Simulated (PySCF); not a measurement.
# [IO2]+, singlet: molecular constants

Level of theory: PBE0 in PySCF with I def2-TZVP with ECP28, O def2-TZVP; scalar-relativistic core potentials, no spin–orbit coupling; density-fitted integrals.

The structure is a minimum.

```xyz
3
charge 1 multiplicity 1, angstrom
I     0.0000    0.0000   -0.2010
O     1.4292    0.0000    0.7973
O    -1.4292    0.0000    0.7973
```

```json
{
  "Point group": "C2v",
  "Bond lengths": "I–O 1.743 Å (×2)",
  "Bond angles": "O–I–O 110.1°",
  "Lowest empty level": "-12.60 eV",
  "Highest occupied level": "-16.89 eV",
  "Principal quadrupole moments (Buckingham, traceless) about the centre of mass": "-3.91, 0.55, 3.36 D Å",
  "Entropy at 298.15 K and 1 bar": "271.1 J/(mol K)",
  "Zero-point energy": "13.2 kJ/mol",
  "Rotational constants": "0.662, 0.258, 0.1856 cm⁻¹",
  "Principal polarisabilities": "19.6, 27.5, 43.0 bohr³",
  "Heat capacity Cp at 298.15 K": "43.8 J/(mol K)",
  "Dipole moment about the centre of mass": "3.04 D",
  "Enthalpy at 298.15 K above 0 K": "11.23 kJ/mol",
  "Rotational symmetry number": "2"
}
```

Harmonic modes (masses in u: I 126.904, O 15.995):
```csv
symmetry,ω (cm⁻¹),IR (km/mol)
a1,309,14.4
a1,932,0.0
b2,969,20.0
```

In C2v the vibrations span 2a1 + b2. Here b1 is antisymmetric to the molecular plane and b2 lies in it.

Charges (e):
| atom | Mulliken | Löwdin | polar tensor | Mayer order to I1 |
| --- | --- | --- | --- | --- |
| I1 | 1.49 | 1.55 | 1.44 | – |
| O2,3 | -0.25 | -0.28 | -0.22 | 1.92 |
Other Mayer orders above 0.3: O–O 0.33.

Mulliken populations on I1 (electrons outside its core potential): s 3.88, p 9.04, d 10.46, f 0.13.

Outer orbital energies (eV). occupied: -26.87, -20.19, -20.07, -19.96, -17.02, -16.98, -16.89; empty: -12.60, -8.49, -8.37, -2.03.

Counting electrons, iodine keeps 2 of its valence electrons outside its bonds, so the VSEPR class is AX2E1 and the expected shape is bent (C2v), as computed.

Other isomers or separated fragments may lie lower.

The final relaxation and frequency run took roughly 50 core-seconds on a shared host.
